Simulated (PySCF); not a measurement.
## Vibration and rotation of HfBr⁻

ROHF-MP2 constants of HfBr⁻, triplet, unpaired electrons π ↑, δ ↑ (Hf def2-TZVPPD with ECP60, Br def2-TZVPPD; scalar-relativistic core potentials (PySCF 2.14); masses 179.9465 and 78.9183 u):

| Item | Value |
| --- | --- |
| ωe | 179.7 cm⁻¹ |
| ωexe | 0.929 cm⁻¹ |
| Be | 0.045225 cm⁻¹ |
| αe | 0.000244 cm⁻¹ |
| D (centrifugal) | 1.15e-08 cm⁻¹ |

Question: Give the vibrational terms G(v) and spacings up to v = 3.

Answer: G(v) = ωe(v+½) − ωexe(v+½)².

```
v  G(v) (cm⁻¹)  G(v) − G(v−1)  Bv (cm⁻¹)
0           90                   0.04510
1          267            178    0.04486
2          443            176    0.04462
3          618            174    0.04437
```

Correlated steps freeze 9 core orbitals. Spin–orbit coupling is left out, which matters for elements this heavy, above all for dissociation energies. The state is the lowest single determinant that the PBE0 search found; with open d or f shells the true ground state can be another one.
